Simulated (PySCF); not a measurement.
Values are calculated unless marked as measured or tabulated.
A vibrational averaging run on germanium tetrachloride, Cl4Ge, SMILES [Cl][Ge]([Cl])([Cl])[Cl]. A sound run at PBE0/pcSseg-1 gave B0 = 1205, 1205, 1205 MHz, harmonic ZPE 1272 cm⁻¹, lowest mode 123 cm⁻¹ and averaged shieldings 705.05, 1178.77, 705.00, 705.07, 705.02 ppm.

Input of the run in question:

```
{"job": {"xc": "PBE0", "basis": "pcSseg-1", "grid": 2, "temperatures": [200, 298.15], "conv": 0.0001, "kind": "iso"}, "charge": 0, "multiplicity": 1}
Cl    -1.136654     1.656493     0.652727
Ge     0.006979     0.002380    -0.013676
Cl    -1.168374    -1.191899    -1.310095
Cl     1.717460     0.698386    -1.051787
Cl     0.615078    -1.153951     1.654089
```

Command: OMP_NUM_THREADS=1 python ens_run.py task.json out

Output:

```
parent
  Be/MHz 1207.634 1207.509 1207.44
  B0/MHz 1206.475 1206.405 1206.35
  ZPE/cm-1 1297.4
  <sigma>(0 K)/ppm 707.849 1179.426 707.771 707.863 707.777
70Ge at atom 1
  Be/MHz 1207.634 1207.509 1207.44
  B0/MHz 1206.45 1206.381 1206.325
  ZPE/cm-1 1307.3
  <sigma>(0 K)/ppm 707.776 1179.406 707.698 707.790 707.703
```

Task: What is doubtful here, and how much did it matter?

Result: The setting at fault: SCF threshold far too loose for finite differences. The isotope effects on the shieldings at 0 K read -73, -21, -73, -73, -74 ppb against -49, -10, -49, -49, -48 ppb in the sound run, and B0 − Be of the smallest constant -1.09 against -2.3 MHz.
